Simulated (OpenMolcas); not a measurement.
**Ti2+: moving or changing the point charges**

Ti2+ among 6 point charges of -2.2 e arranged as an octahedron (Oh), 2.12 Å from the ion.

```json
{
  "Program": "OpenMolcas",
  "Method": "CASSCF",
  "Basis": "ANO-RCC-VDZP [5s4p2d1f]",
  "Scalar Hamiltonian": "DKH2, point nucleus",
  "Active space": "2 electrons in 5 orbitals (3d)",
  "State averaging": "2S+1 = 3 even, 10 roots; 2S+1 = 1 even, 15 roots",
  "Spin-orbit coupling": "RASSI with atomic mean-field integrals over the reference wave functions"
}
```

Runs around this geometry, states (labels of O, the rotations of Oh). Energies in cm-1 above the lowest state or level, χT in cm3 K/mol; under a threefold ground state the first gap can be a small split of the lowest multiplet, not the spin-orbit step; 10Dq and B are least-squares fits to the states below 45000 cm-1, weighted by degeneracy, with a free offset, and given where the rms deviation is under 5 % of |10Dq| (or 100 cm-1) and under 700 cm-1.

```
R (Å)  q (e)  Ground state  First state of that spin   10Dq  B (rms of fit)  First gap with spin-orbit (degeneracies)  χT at 300 K  First state of another spin
 2.12  -1.76           3T1                  3T2 7422   9446       823 (372)                                3.7 (2, 3)        1.150                    1T2 11185
 1.99   -2.2           3T1                 3T2 12878                                                       1.7 (2, 3)        1.165                    1T2 10081
 2.12   -2.2           3T1                  3T2 9475  12115       785 (564)                                2.7 (2, 3)        1.155                    1T2 10790
 2.37   -2.2           3T1                  3T2 5532   7137       849 (277)                                5.3 (2, 3)        1.149                    1T2 11452
```

Taking the first state of the same spin as R^-n, n = -ln(5532 / 12878) / ln(2.37 / 1.99) = 4.8 between the shortest and longest distance.

Scaling the charges by -1.76 / -2.2 = 0.80 scales |10Dq| by 9446 / 12115 = 0.78; with fixed orbitals a first-order splitting would follow the charge.

An orbital triplet at a regular site is open to Jahn-Teller coupling, which can distort the site and quench the lowest spin-orbit gaps and is left out. Without dynamic correlation the repulsion within the d shell is too large (B by tens of per cent), so at a given field states of lower spin stand too high. Point charges carry no covalency, so the field is a model and not that of real ligands. No measured value stands beside these numbers.
